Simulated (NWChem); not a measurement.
System: CH₃F₂Sb; SMILES [Sb]([F])([CH3])[F]

Results from NWChem. Geometry: optimised at PBE0/def2-SVP. def2 effective core potentials on Sb; no spin-orbit coupling. LC-ωPBE (HJS hole) with def2-SVP; x = 1 − exp(−ω/0.25 bohr⁻¹) is a scale chosen for this fit.

| row | x | −ε(HOMO) (eV) |
|---|---|---|
| ω = 0.05 | 0.181 | 7.22 |
| ω = 0.10 | 0.330 | 7.91 |
| ω = 0.15 | 0.451 | 8.51 |
| ω = 0.50 | 0.865 | 10.68 |
| ω = 0.80 | 0.959 | withheld |

**Question.** Fit a straight line of the last column on the one before it, predict the withheld value, and compare with the run.

**Answer.** 
1. Means of the 4 shown rows: x = 0.4567, y = 8.580. Slope Σ(x − x̄)(y − ȳ)/Σ(x − x̄)² = 1.318/0.2588 = 5.091; intercept 6.255.
2. The shown rows scatter about the line by 0.034 (root mean square); the largest residual is +0.04, at ω = 0.05.
3. At x = 0.959 (ω = 0.80; beyond the shown range) the line gives 11.14.
4. The run gives 11.25, +0.11 from the line, 3.2 times the scatter.
